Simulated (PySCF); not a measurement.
## Shapes and spin states of MoN₂⁻

These are results of PBE in PySCF with Mo def2-SVPD with ECP28, N def2-SVPD; scalar-relativistic core potentials, no spin–orbit coupling; density-fitted integrals, not measurements.

Relaxations began from a few typed shapes and spin states; open shells are unrestricted. The search is not exhaustive: other isomers or separated fragments can lie lower, and high-lying points may rest on an excited occupation.

```tsv
spin	group	bonds	angles	imaginary modes (cm⁻¹)	ΔE (kJ/mol)	ΔE with ZPE (kJ/mol)
doublet	C2v	Mo–N 1.704 Å (×2)	N–Mo–N 103.6°	none	0.0	0.0
quartet (⟨S²⟩ 4.03)	C∞v	Mo–N 1.873 Å, N–N 1.174 Å	Mo–N–N 180.0°	none	93.4	97.0
broken-symmetry Ms = 1/2 (⟨S²⟩ 1.88)	D∞h	Mo–N 1.789 Å (×2)	N–Mo–N 180.0°	216i, 216i	256.1	–
```

The lowest minimum found is the doublet C2v: Mo–N 1.704 Å (×2); N–Mo–N 103.6°.

For the lowest minimum: the highest occupied level lies above zero, a sign of self-interaction error or too small a basis; response properties are unreliable. Other spin states or occupations of the open shell can lie lower. The lowest empty level of this anion is unbound, so it and the gap depend on the basis.

The electron or spin density has lower symmetry than the nuclear frame for the quartet (⟨S²⟩ 4.03) C∞v at 93.4 kJ/mol.
